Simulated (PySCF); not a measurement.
Simulated absorption spectrum

Species: C6H5FSi.
InChI=1S/C6H5FSi/c1-2-6-3-5(7)4-8-6/h1,3-4H,8H2

Method used: TDDFT wB97X-D/def2-SVPD, vertical, gas phase, core orbitals frozen in the response in PySCF. Geometry: GFN2-xTB; no solvent, vibrations or thermal averaging.

Computed states:

```csv
state,E (eV),f
S1,3.94,0.184
S2,4.52,0.0003
S3,5.93,0.068
S4,5.97,0.0000
S5,6.24,0.0020
S6,6.38,0.0009
S7,6.59,0.0007
S8,6.62,0.0022
```

Each state is given a Gaussian of 0.25 eV full width at half maximum, with ε(max) = 2.175×10⁸ f / Δν̃ (Δν̃ the width in cm⁻¹). The width is an assumption, not a result. The curve ends short of the highest state used, and states not computed would add to its high-energy end.

(1) Give the broadened spectrum and its maxima.

(2) Coming from long wavelengths, where does ε first pass 100 L mol⁻¹ cm⁻¹?

(3) On this curve, what absorbance would a 10⁻³ mol/L sample give at 280 nm over a 1 cm path?

Results:

(1) 
E (eV), ε (L mol⁻¹ cm⁻¹) and a bar:
```
     3.57         43 
     3.61        149 
     3.66        583 #
     3.70       1477 ##
     3.75       3865 ######
     3.79       7114 ###########
     3.83      11361 ##################
     3.88      16705 ##########################
     3.92      19383 ##############################
     3.97      19118 ##############################
     4.01      16118 #########################
     4.06      10665 #################
     4.10       6533 ##########
     4.15       2900 ####
     4.19       1291 ##
     4.24        385 #
     4.28        127 
     4.32         40 
     4.37         17 
     4.41         18 
     4.46         25 
     4.50         28 
     4.55         27 
     4.59         22 
     4.64         14 
     4.68          8 
     4.73          4 
     4.77          2 
     4.82          0 
     4.86          0 
     4.90          0 
     4.95          0 
     4.99          0 
     5.04          0 
     5.08          0 
     5.13          0 
     5.17          0 
     5.22          0 
     5.26          0 
     5.31          0 
     5.35          0 
     5.40          0 
     5.44          0 
     5.48          1 
     5.53          5 
     5.57         20 
     5.62         92 
     5.66        262 
     5.71        792 #
     5.75       1635 ###
     5.80       3312 #####
     5.84       4968 ########
     5.89       6753 ##########
     5.93       7361 ###########
     5.97       6965 ###########
     6.02       5336 ########
```

Maxima: 315 nm (3.94 eV), ε about 20000, made up of S1 (100%); 275 nm (4.52 eV), ε about 28, made up of S2 (100%); 209 nm (5.93 eV), ε about 7400, made up of S3 (100%) (ε in L mol⁻¹ cm⁻¹; maxima over ε = 5, shares over 10%).

(2) At about 345 nm (3.60 eV), 0.34 eV below S1.

(3) 280 nm is 4.428 eV, where ε is about 20 L mol⁻¹ cm⁻¹, so A = ε c l ≈ 0.02 (Beer–Lambert, with the gas-phase spectrum and the assumed width).
